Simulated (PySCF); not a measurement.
Input file for PySCF: R-B3LYP/3-21G on C2H6BF (SMILES CCBF).

```python
from pyscf import gto, scf, dft, mp
from pyscf.data.elements import chemcore

mol = gto.M(
    atom='''
    C    -1.18824154    0.02620248    0.31701046
    C     0.06778412   -0.16221121   -0.53954424
    B     1.42320088    0.15341154    0.16284026
    F     2.52772413    0.27766114   -0.57189935
    H    -1.13637445   -0.56946694    1.23045634
    H    -2.09140690   -0.26792040   -0.21994911
    H    -1.30905021    1.06898548    0.61726939
    H     0.14141638   -1.20982269   -0.87008892
    H     0.00149038    0.40954439   -1.47241182
    H     1.56345721    0.27361621    1.34631699
    ''',
    basis='3-21g',
    charge=0, spin=0, verbose=3, max_memory=1800)
mf = dft.RKS(mol, xc='b3lyp')
mf.conv_tol = 1e-8
mf.max_cycle = 100
mf.kernel()
if not mf.converged:
    mf = mf.newton().run(mf.mo_coeff, mf.mo_occ)
```

Q: Predict the final total energy.

A: -203.4727 hartree.
